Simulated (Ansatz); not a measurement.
`[F][Ge]([F])([SH])[Cl]` + `[Cl][Ge]([Cl])([Cl])[I]` → `[F][Ge]([SH])([Cl])[Cl]` + `[F][Ge]([Cl])([Cl])[I]`  (redistribution)

Calculated with Ansatz (gas phase, PBE0-D4/def2-TZVP geometries, no zero-point term in ΔE). CBS: MP2 limit from def2 TZ/QZ plus the TZ coupled-cluster correction, frozen cores. DFT in def2-TZVPP. HSE06 is defined as in plane-wave codes. Elements past krypton have def2 core potentials. For Ge, I outer-core shells are correlated without core-valence functions, which leaves a few kJ/mol of doubt a bond. Scalar relativity is left out up to krypton. Each species was taken in one conformer, which may not be the lowest.

`[F][Ge]([F])([SH])[Cl]`:

Z-matrix (Å, degrees):
```
Ge
F 1 1.714
S 1 2.174 2 112.8
F 1 1.711 2 105.3 3 116.9
Cl 1 2.112 2 106.2 3 -127.3
H 3 1.345 1 91.8 2 -73.7
```

`[Cl][Ge]([Cl])([Cl])[I]`:

Z-matrix (Å, degrees):
```
Ge
Cl 1 2.124
Cl 1 2.124 2 108.3
I 1 2.477 2 110.6 3 121.3
Cl 1 2.124 2 108.3 3 -117.3
```

`[F][Ge]([SH])([Cl])[Cl]`:

Cartesian coordinates in Å:
```
F 0.369 0.019 1.822
Ge -0.021 0.383 0.187
S 0.922 -1.032 -1.178
Cl 0.718 2.325 -0.208
Cl -2.140 0.350 0.116
H 0.151 -2.044 -0.739
```

`[F][Ge]([Cl])([Cl])[I]`:

Z-matrix (Å, degrees):
```
Ge
F 1 1.717
Cl 1 2.116 2 106.6
I 1 2.466 2 108.6 3 121.3
Cl 1 2.116 2 106.6 3 -117.4
```

**Question.** Is it downhill or uphill in electronic energy at CCSD(T)/CBS, and by how much? (An estimate is asked.)

**Answer.** The calculation gave: Nearly level: ΔE = +0.4 kcal/mol.

**Question.** What do these levels give: PBE-D4, r2SCAN0-D4, HSE06-D4, ωB97M-V, revPBE, CAM-B3LYP, HF/def2-SVP, MP2/def2-SVP, MP2/def2-TZVPP, SCS-MP2/def2-QZVPP, MP2/CBS(def2), CCSD/CBS(def2)? (Estimate.)

**Answer.** Ansatz gave: PBE-D4 -0.1, r2SCAN0-D4 0.1, HSE06-D4 0.2, ωB97M-V 0.0, revPBE -0.3, CAM-B3LYP -0.3, HF/def2-SVP 0.1, MP2/def2-SVP 0.3, MP2/def2-TZVPP 0.7, SCS-MP2/def2-QZVPP 0.6, MP2/CBS(def2) 0.8, CCSD/CBS(def2) 0.4 kcal/mol.

**Question.** What do rigid-rotor, harmonic-oscillator terms from PBE0-D4/def2-TZVP frequencies (298.15 K, 1 bar) make of the CCSD(T)/CBS value? (Estimate.)

**Answer.** Ansatz gave: ΔZPE = 0.0 kcal/mol, ΔH = +0.3 kcal/mol, ΔS = 7 J/(mol·K), ΔG = -0.2 kcal/mol.

Largest T1 diagnostic among the species: 0.012.

Leaving LDA and LC-ωPBE aside and taking each functional with its dispersion term where it has one, the values, not all of them listed here, spread over 0.6 kcal/mol, from B97M-V to PBE-QIDH.
